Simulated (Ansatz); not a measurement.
Cartesian coordinates in Å:
```
N 0.933 -1.340 -0.357
W 0.274 0.281 0.477
N -1.411 0.844 -0.297
O -0.027 -0.088 2.110
S 1.717 1.838 0.175
H 0.766 -2.262 0.016
H 1.557 -1.360 -1.149
H -2.309 0.603 0.096
H -1.498 1.484 -1.070
```

Total charge 0; spin multiplicity 1. W takes the def2 core potential.

Question: List the ωB97M-V/def2-TZVPP orbital energies in eV (Ansatz). (Estimate.)

Answer: Ansatz gave: Occupied: -2426.07, -526.53, -394.99, -394.99, -220.06, -163.11, -163.10, -163.05, -86.52, -49.83, -49.39, -49.34, -28.47, -26.76, -26.59, -21.15, -17.07, -16.98, -15.13, -14.95, -13.49, -13.38, -12.73, -12.20, -10.78, -10.74, -9.48, -9.43. Lowest empty: 0.09, 0.73, 1.16, 1.59, 1.86, 2.56, 2.93, 3.39.
